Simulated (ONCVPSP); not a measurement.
# S, ONCV: configuration errors across variants

ONCVPSP 4.0.1 input, shortened (lines: element, Z, core and valence counts, functional; n l f; lmax; l rc ep ncon nbas qcut; lloc lpopt rc5 dvloc0; l nproj debl; icmod fcfact rcfact), LDA (Perdew-Wang 92), scalar-relativistic:

```
  S 16.00    3    2  -001012      upf
    1    0    2.00
    2    0    2.00
    2    1    6.00
    3    0    2.00
    3    1    4.00
    2
    0    1.30    0.00    3    7    5.30
    1    1.60    0.00    4    7    5.20
    2    1.40    0.02    3    8    6.00
    4    5    0.85    3.00
    0    2    0.50
    1    2    1.80
    2    2    1.00
    1    0.35    0.00
```

In the s channel the program set the typed energies aside and used -0.635, 0.250 Ha.

All-electron excitation energies from the reference (eV): (1) 3s2 3p3 11.858; (2) 3s2 3p2 34.228; (3) 3s2 3p1 68.382; (4) 3s1 3p5 10.242.

Errors AE − PS in meV (a dash: test not solved or not reliable):

```
     change   (1)  (2)  (3)   (4)  bound ghosts  GHOST(+) flags above zero
       base  +0.7  +11  +49  +0.8          none                          s
p: qcut 3.2  +0.7  +11  +48  +0.8          none                          s
p: qcut 4.2  +0.6  +10  +46  +1.1          none                          s
p: qcut 4.8  +0.7  +11  +48  +0.9          none                          s
p: qcut 5.1  +0.7  +11  +49  +0.8          none                          s
p: qcut 5.9  +0.8  +12  +53  +0.4          none                          s
p: qcut 6.2  +0.8  +12  +54  +0.3          none                          s
p: qcut 6.8  +0.9  +13  +56  +0.1          none                          s
p: qcut 7.3  +0.9  +13  +57   0.0          none                          s
p: qcut 7.8  +0.9  +13  +57  -0.1          none                          s
```

(1) Give the same row for: p: qcut 3.7.

## Answers

(1) +0.6, +10, +46, +1.1; bound ghosts: none; GHOST(+) flags above zero: s.
